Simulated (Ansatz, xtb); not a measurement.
**Ranking isomers of C8H5NO**

10 gas-phase structures of C8H5NO, from a drawn sample of its isomers (lower ones may exist). Each was relaxed with GFN2-xTB; where two conformers were screened, the lower at r2SCAN-D4/def2-SVP is listed:

A. `C#Cc1ccncc1C=O`, a singlet
B. `C#Cc1cnccc1C=O`, a singlet
C. `C#Cc1cncc(C=O)c1`, a singlet
D. `C#Cc1cccc(C=O)n1`, a singlet
E. `C#Cc1cc(C=O)ccn1`, a singlet
F. `C#Cc1ncccc1C=O`, a singlet
G. `C#Cc1ccc(C=O)cn1`, a singlet
H. `C#Cc1cccnc1C=O`, a singlet
I. `C#Cc1ccc(C=O)nc1`, a singlet
J. `C#Cc1ccnc(C=O)c1`, a singlet

Q: Which do you expect lowest at r2SCAN-D4/def2-SVP, and how would the others follow?

A: Calculated order at r2SCAN-D4/def2-SVP: I (0.000), J (0.042), D (0.073), G (0.096), C (0.103), A (0.124), B (0.127), F (0.135), H (0.136), E (0.172) eV. Less than 1 kcal/mol parts I and J; J and D; D and G; G and C; C and A; A and B; B and F; F and H; H and E, so the order within those pairs means little.

Energies above the lowest of each column, in eV; the last columns are at B3LYP/def2-SVP geometries and were run for some of them only (a dash: not run or not comparable):

```
structure  GFN2-xTB  HF/STO-3G  r2SCAN-D4/def2-SVP  B3LYP/def2-SVP  CCSD(T)/def2-SVP + ΔMP2/def2-TZVPP
        I     0.000      0.000               0.000           0.000                               0.000
        J     0.024      0.005               0.042           0.033                               0.015
        D     0.061      0.026               0.073           0.062                               0.045
        G     0.028      0.079               0.096           0.096                               0.090
        C     0.023      0.064               0.103           0.097                               0.083
        A     0.007      0.092               0.124           0.139                               0.106
        B     0.026      0.092               0.127               –                                   –
        F     0.034      0.104               0.135               –                                   –
        H     0.044      0.092               0.136               –                                   –
        E     0.088      0.097               0.172               –                                   –
```

Every level run on I puts it lowest or level with the lowest. CCSD(T)/def2-SVP + ΔMP2/def2-TZVPP orders those it was run on as I (0.000), J (0.015), D (0.045), C (0.083), G (0.090), A (0.106) eV. Less than 1 kcal/mol parts I and J; J and D; D and C; C and G; G and A, so the order within those pairs means little. Flexible structures stand in one conformer each, not always the lowest. Frequencies (GFN2-xTB) were run for A, C, D, G, I, J alone. ΔMP2 is the change of the MP2 energy from the smaller to the larger basis.

Over these structures GFN2-xTB departs from r2SCAN-D4/def2-SVP by 0.034 eV on average once a common shift is removed. A GFN2-xTB relaxation took about 0.15 s and the r2SCAN-D4/def2-SVP energy about 4.5 s on a shared host (Ansatz 0.2.0, xtb 6.7.1).
